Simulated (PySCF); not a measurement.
**Relaxation of doublet Si(OH)3**

Method: UPBE0 in PySCF with Si def2-SVP, O def2-SVP, H def2-SVP; no relativity; density-fitted integrals. A (50,194) grid was used.

A hand-made trigonal planar (heavy-atom frame) start, of C3h symmetry, held to at least that symmetry:

Coordinates in bohr (charge 0 multiplicity 2):
```
Si    0.0000    0.0000    0.0000
O     3.3826    0.0000    0.0000
O    -1.6913    2.9294    0.0000
O    -1.6913   -2.9294    0.0000
H     4.5487   -1.3897    0.0000
H    -1.0709    4.6342    0.0000
H    -3.4779   -3.2445    0.0000
```

(1) What does it relax to?

(2) How much energy is released, and in how many steps?

## Answers

(1) It ends at C3h with O–H 0.971 Å (×3), Si–O 1.666 Å (×3); H–O–Si 116.6° (×3), O–Si–O 120.0° (×3). A frequency run shows 3 imaginary modes, down to 915i cm⁻¹, so it is a higher-order saddle point. Other isomers or separated fragments may lie lower.

(2) 62.9 kJ/mol in 7 steps.

The relaxation took of the order of 40 core-seconds on a shared host.
